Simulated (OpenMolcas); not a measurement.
# OpenMolcas run: Ba

Input:

```
&GATEWAY
Coord
1

Ba 0.0 0.0 0.0
Basis=ANO-RCC-VDZP
Group=XYZ
NoMove
AngMom=0.0 0.0 0.0
AMFI
&SEWARD
&RASSCF
FileOrb=start.orb
Symmetry=1
Spin=3
nActEl=2 0 0
Inactive=15 12
Ras2=1 3
CIRoot=3 3 1
SDav=3
CIMx=300
Iter=120 100
PrWF=0.3
OrbListing=Nothing
MaxOrb=0
Atom
>>> COPY $Project.JobIph JOB001
&RASSCF
FileOrb=start.orb
Symmetry=1
Spin=1
nActEl=2 0 0
Inactive=15 12
Ras2=1 3
CIRoot=6 6 1
SDav=7
CIMx=300
Iter=120 100
PrWF=0.3
OrbListing=Nothing
MaxOrb=0
Atom
>>> COPY $Project.JobIph JOB002
&RASSCF
FileOrb=start.orb
Symmetry=2
Spin=3
nActEl=2 0 0
Inactive=15 12
Ras2=1 3
CIRoot=3 3 1
SDav=3
CIMx=300
Iter=120 100
PrWF=0.3
OrbListing=Nothing
MaxOrb=0
Atom
>>> COPY $Project.JobIph JOB003
&RASSCF
FileOrb=start.orb
Symmetry=2
Spin=1
nActEl=2 0 0
Inactive=15 12
Ras2=1 3
CIRoot=3 3 1
SDav=3
CIMx=300
Iter=120 100
PrWF=0.3
OrbListing=Nothing
MaxOrb=0
Atom
>>> COPY $Project.JobIph JOB004
&RASSI
NrOfJobIphs=4 3 6 3 3
1 2 3
1 2 3 4 5 6
1 2 3
1 2 3
IphNames
JOB001
JOB002
JOB003
JOB004
EJob
SpinOrbit
DIPRint=1.0
SOCoupling=1000.0
Subsets=2
MEES
Property=10
'ANGMOM' 1 'ANGMOM' 2 'ANGMOM' 3 'MLTPL  1' 1 'MLTPL  1' 2 'MLTPL  1' 3
'AMFI' 1 'AMFI' 2 'AMFI' 3 'MLTPL  2' 6
SOProperty=3
'ANGMOM' 1 'ANGMOM' 2 'ANGMOM' 3
```

A driver script runs the steps one by one and writes start.orb anew before each from the orbitals found so far.

Output, cut to the results:

```
--- SEWARD ---
Basis set label: BA.ANO-RCC...7S6P3D1F.

      Electronic valence basis set:
      ------------------
      Associated Effective Charge  56.000000 au
      Associated Actual Charge     56.000000 au
      Nuclear Model: Point charge

      Shell  nPrim  nBasis  Cartesian Spherical Contaminant
         s      26       7        X
         p      22       6        X
         d      15       3                 X
         f       4       1                 X
                  Relativistic Douglas-Kroll-Hess integrals:
                    - DKH order of Hamiltonian: 2
                    - DKH order of Properties : 0
                  Atomic mean-field integrals
--- RASSCF ---
Wave function specifications:
      -----------------------------

      Number of closed shell electrons          54
      Number of electrons in active shells       2
      Max number of holes in RAS1 space          0
      Max nr of electrons in RAS3 space          0
      Number of inactive orbitals               27
      Number of active orbitals                  4
      Number of secondary orbitals              16
      Spin quantum number                      1.0
      State symmetry                             1
Orbital specifications:
      -----------------------

      Symmetry species                           1   2
                                                ag  au
      Frozen orbitals                            0   0
      Inactive orbitals                         15  12
      Active orbitals                            1   3
      RAS1 orbitals                              0   0
      RAS2 orbitals                              1   3
      RAS3 orbitals                              0   0
      Secondary orbitals                         6  10
      Deleted orbitals                           0   0
      Number of basis functions                 22  25
      Number of CSFs                             3
      Number of root(s) required                 3
      Iter CI   SX   CI       RASSCF       Energy    max ROT     max BLB   max BLB  Level Ln srch  Step   QN
          iter iter root      energy       change     param      element    value   shift minimum  type update
 Nr of preliminary CI iterations:   1
 ###############################################################################
 ###############################################################################
 ###                                                                         ###
 ###                                                                         ###
 ###    WARNING: Problems in orbital optimization.                           ###
 ###                                                                         ###
 ###                                                                         ###
 ###############################################################################
 ###############################################################################
  Warning: In symmetry  1, orbital p=  16 has diagonal density matrix element D(p,p) close to zero. D(p,p)=  0.000000E+00
      Total energies have been shifted. Add                -8000.00 au
        ...
 ###############################################################################
 ###############################################################################
  Warning: In symmetry  1, orbital p=  16 has diagonal density matrix element D(p,p) close to zero. D(p,p)=  0.000000E+00
        4   1    1    0  -129.01048304    8.19E-12   0.00E+00   12  14 2 -2.31E-08   0.50   0.00    SX    NO
      Convergence after  4 iterations
        5   1    1    0  -129.01048304   -9.09E-12   0.00E+00   12  14 2 -2.31E-08   0.50   0.00    SX    NO
      Natural orbitals and occupation numbers for root  1
      sym 1:   0.000000
      sym 2:   0.000000   1.000000   1.000000
      Natural orbitals and occupation numbers for root  2
      sym 1:   0.000000
      sym 2:   1.000000   0.000000   1.000000
      Natural orbitals and occupation numbers for root  3
      sym 1:   0.000000
      sym 2:   1.000000   1.000000   0.000000
::    RASSCF root number  1 Total energy:  -8129.01048304
::    RASSCF root number  2 Total energy:  -8129.01048304
::    RASSCF root number  3 Total energy:  -8129.01048304
--- RASSCF ---
Wave function specifications:
      -----------------------------

      Number of closed shell electrons          54
      Number of electrons in active shells       2
...
--- RASSI ---
SPIN-FREE ENERGIES:
  (Shifted by EMIN (a.u.) =      -8129.1504622708)

 SF State       Relative EMIN(au)   Rel lowest level(eV)    D:o, cm**(-1)      L_eff

     4             0.0000000000        0.0000000000              0.0000         0.0
    10             0.0486513273        1.3238700580          10677.7321         1.0
    11             0.0486513273        1.3238700580          10677.7321         1.0
    12             0.0486513273        1.3238700580          10677.7321         1.0
    13             0.1059963952        2.8843088517          23263.5198         1.0
    14             0.1059963952        2.8843088517          23263.5198         1.0
    15             0.1059963952        2.8843088517          23263.5198         1.0
     2             0.1399792277        3.8090288320          30721.8894         1.0
     3             0.1399792277        3.8090288320          30721.8894         1.0
     1             0.1399792277        3.8090288320          30721.8894         1.0
     9             0.1577891222        4.2936607508          34630.7094         2.0
     8             0.1577891222        4.2936607508          34630.7094         2.0
     5             0.1577891222        4.2936607508          34630.7094         2.0
     6             0.1577891222        4.2936607508          34630.7094         2.0
     7             0.1577891222        4.2936607508          34630.7094         2.0
     Dipole printing threshold changed to   1.00000000E+00

++ Dipole transition strengths (spin-free states):
   -----------------------------------------------
     for osc. strength at least  1.00000000E+00

  ( Max oscillator strength is only   0.89217527666551966      )
--
Eigenvalues of complex Hamiltonian:
   -----------------------------------
  (Shifted by EMIN (a.u.) =      -8129.1504622708)

 SO State       Relative EMIN(au)   Rel lowest level(eV)    D:o, cm**(-1)     J-value

...
```

The J values that RASSI prints are effective ones from its own formula and need not be integers or half-integers; the table below assigns J from the states.

Levels above the lowest, from the spin-orbit matrix, grouped by J:

```
Configuration  Term  J  E (cm⁻¹)  Measured (cm⁻¹)  Term weight %
          6s²    ¹S  0       0.0              0.0            100
        6s 6p   ³P°  0     10113            12266            100
        6s 6p   ³P°  1     10392            12637            100
        6s 6p   ³P°  2     10962            13515            100
        6s 6p   ¹P°  1     23269            18060            100
          6p²    ³P  0     30207                             100
          6p²    ³P  1     30464                             100
          6p²    ³P  2     30945                              99
          6p²    ¹D  2     34670                              99
```

Against the 4 measured excited levels shown (NIST Handbook of Basic Atomic Spectroscopic Data) the mean absolute deviation is 3000 cm-1; the largest miss in energy is 6s 6p ¹P°₁: computed 23269, measured 18060 cm⁻¹ (+28.8 %).

The ¹D term of p² mixes with s d, which this space lacks. Measured partners are found by configuration, term and J. A level has none where our copy of the source lacks it or the pairing is in doubt (some pairs that miss far off the trend of their configuration count as doubtful), and it then counts in no deviation. Only configurations of the active space appear. The first state left out of the spin-orbit step lies near 44000 cm-1 above the lowest spin-free state of the reference (among the parities and spins computed), and the list stops at four fifths of that energy or lower.

The term weight is that of the spin-free term in the level, not the purity of its configuration. ° marks odd parity.
